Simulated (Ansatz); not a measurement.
Relaxation of CH₄BClFNO (10 atoms, charge 0, multiplicity 1), to a largest force component of 0.02 eV/Å in at most 50 steps.

The calculation used Ansatz 0.2.0, RKS r2SCAN/cc-pVDZ.

```xyz
10
Properties=species:S:1:pos:R:3
N 0.120 -1.462 -0.534
C 0.401 -0.344 0.380
F 1.697 0.023 0.200
B -0.440 0.939 0.093
O -0.482 1.569 -1.229
Cl -1.636 1.589 1.410
H 0.776 -2.195 -0.383
H 0.709 0.772 0.238
H 0.260 -0.666 1.471
H 0.220 2.272 -1.108
```

Question: Where does it end, and by what steps?

Answer: The forces met the threshold. After 27 steps the energy has fallen by 9.833 eV; Cl6 moved furthest, 2.47 Å. The start is strongly strained (largest force component 10 eV/Å), so its close contacts needn't be bonds. Parted: C2–B4 (1.56 → 2.47 Å), B4–H8 (1.17 → 2.79 Å). Joined: N1–B4 (2.54 → 1.42 Å).

| step | energy less start (eV) | largest force component (eV/Å) | accepted |
| --- | --- | --- | --- |
| 0 | 0.0000 | 9.912 | yes |
| 1 | -2.3875 | 5.606 | yes |
| 2 | -3.7560 | 2.477 | yes |
| 3 | -4.4041 | 1.900 | yes |
| 4 | -4.8596 | 1.374 | yes |
| 5 | -5.2292 | 1.652 | yes |
| 6 | -5.7353 | 2.027 | yes |
| 7 | -6.5824 | 1.985 | yes |
| 8 | -7.5174 | 2.038 | yes |
| 9 | -7.6668 | 7.054 | yes |
| 10 | -8.5435 | 2.052 | yes |
| 11 | -8.9647 | 1.165 | yes |
| 12 | -9.0888 | 1.572 | yes |
| 13 | -9.2247 | 0.660 | yes |
| 14 | -9.3403 | 0.448 | yes |
| 15 | -9.4543 | 0.356 | yes |
| 16 | -9.5693 | 0.291 | yes |
| 17 | -9.6709 | 0.441 | yes |
| 18 | -9.7027 | 1.501 | yes |
| 19 | -9.7711 | 0.810 | yes |
| 20 | -9.7793 | 0.954 | yes |
| 21 | -9.8147 | 0.516 | yes |
| 22 | -9.8258 | 0.179 | yes |
| 23 | -9.8282 | 0.162 | yes |
| 24 | -9.8314 | 0.051 | yes |
| 25 | -9.8322 | 0.035 | yes |
| 26 | -9.8326 | 0.040 | yes |
| 27 | -9.8328 | 0.011 | yes |

```xyz
10
Properties=species:S:1:pos:R:3
N -0.222 -0.300 0.421
C 1.171 -0.139 0.616
F 1.857 -0.078 -0.626
B -0.973 0.646 -0.335
O -0.408 1.719 -0.949
Cl -2.736 0.429 -0.466
H -0.611 -1.216 0.611
H 1.403 0.817 1.114
H 1.592 -0.979 1.187
H 0.552 1.597 -1.035
```

Whether the end is a true minimum wasn't checked by a vibrational analysis.

The run took 67 s on 2 threads of Intel(R) Xeon(R) 6975P-C (Granite Rapids) (shared host), peak memory 0.27 GiB.
